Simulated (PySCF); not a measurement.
Compound: C₅H₁₂NP.
Z-matrix (Å and degrees, GFN2-xTB geometry), rows numbered from 1:
```
C 
C   1  1.5202
C   2  1.5453  1  112.85
P   3  1.8760  2   91.48  1   111.74
C   4  1.8150  3  107.85  2   -98.57
N   4  1.5558  3  126.69  2   133.20
C   2  1.5454  1  112.89  3   110.95
H   1  1.0875  2  110.82  3   -55.61
H   1  1.0885  2  110.40  3  -175.77
H   1  1.0885  2  110.37  3    64.52
H   2  1.0932  1  108.67  3  -124.51
H   3  1.0891  2  114.66  1    -9.18
H   3  1.0910  2  113.10  1  -133.99
H   5  1.0880  4  107.43  3   -80.25
H   5  1.0880  4  107.56  3   162.70
H   5  1.0867  4  111.77  3    41.19
H   6  1.0110  4  115.11  3   -51.59
H   7  1.0910  2  113.10  1   133.85
H   7  1.0890  2  114.63  1     9.08
```

Probes without a nucleus sit at each ring's centroid and 1 Å off its mean plane on both sides; NICS is minus the shielding there, NICSzz its component along the normal. Level: GIAO PBE0/pcSseg-1 (PySCF, non-relativistic, gas phase) on the GFN2-xTB geometry, one conformer.

Ring bond lengths (Å), with Mayer bond orders in brackets: C2–C3 1.545 (0.98), C3–P4 1.876 (0.85), P4–C7 1.876 (0.85), C7–C2 1.545 (0.98).

Task: Give the NICS values of each ring in ppm.

Result: 
```json
{"ring": "C2–C3–P4–C7", "type": "4-membered ring with P; formal bonds all single", "NICS(0)": "-1.8", "NICS(1), two faces": "-0.6 / -2.1", "NICS(1)zz, two faces": "2.4 / 1.3", "rms pucker (Å)": "0.05", "centre to ring atoms, mean (Å)": "1.21"}
```

Task: What do they say, and how far can they be read as aromaticity?

Result: 
- C2–C3–P4–C7: mean NICS(1)zz 1.9 ppm, near zero. C2, C3, P4, C7 have four or more neighbours, and the NICS criterion for π rings isn't applied.

Task: What field does 11.7 T along the ring normal induce along that normal at the second NICS(1) probe listed for ring C2–C3–P4–C7, 1 Å off the ring?

Result: NICSzz × B0 = 1.3 ppm × 11.7 T = 15 μT, along the applied field.
